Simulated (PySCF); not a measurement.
## Which determinant of PbF lies lowest?

Unrestricted PBE0; PySCF, scalar-relativistic core potentials, basis sets Pb cc-pVTZ-PP with ECP60, F cc-pVTZ. Outer shells of the fragments: Pb 5d10 6s2 6p2; F 2s2 2p5.

Followed along the bond (rough minima from three points):

```tsv
2Ms+1	unpaired	⟨S²⟩ at the start	R at minimum (Å)	Te (eV)
2	π ↑	0.75	2.07	0.00
4	σ ↑, π ↑↑	3.76	none in the scan	≤ 4.50
```

Solutions found at the starting distance of 2.010 Å, counted from the lowest of them; the search is not exhaustive and high or unbound solutions are not listed, so other states can lie among these:

```csv
2Ms+1,unpaired,term,E (eV),⟨S²⟩,⟨Lz²⟩,μ (D)
2,π ↑,²Π,0.00,0.75,1.00,-3.11
2,σ ↑,²Σ⁺,2.32,0.75,0.00,-2.00
4,"σ ↑, π ↑↑",⁴Σ⁻,4.63,3.76,0.00,-1.16
2,"σ ↓, π ↑↑",mixed,5.23,1.76,0.00,-0.41
2,"σ ↑, π ↑↓",mixed,5.25,1.76,2.02,-0.73
4,π ↑↑↑,⁴Π,6.09,3.76,1.00,1.88
4,"σ ↑↑, π ↑",⁴Π,6.49,3.75,1.00,0.15
4,"σ ↑, π ↑↑",mixed,7.65,3.75,2.01,2.26
4,"σ ↑, π ↑↑",mixed,7.77,3.75,2.01,2.32
```

A term symbol is given only where ⟨S²⟩ and ⟨Lz²⟩ are close to those of a pure state; real π, δ and φ orbitals otherwise mix terms. A positive dipole means Pb(−)F(+).

Spin–orbit coupling is left out, which matters for elements this heavy, above all for dissociation energies. Counting both spins, an empty level lies below a filled one in some of these solutions, because spin and occupation are held.
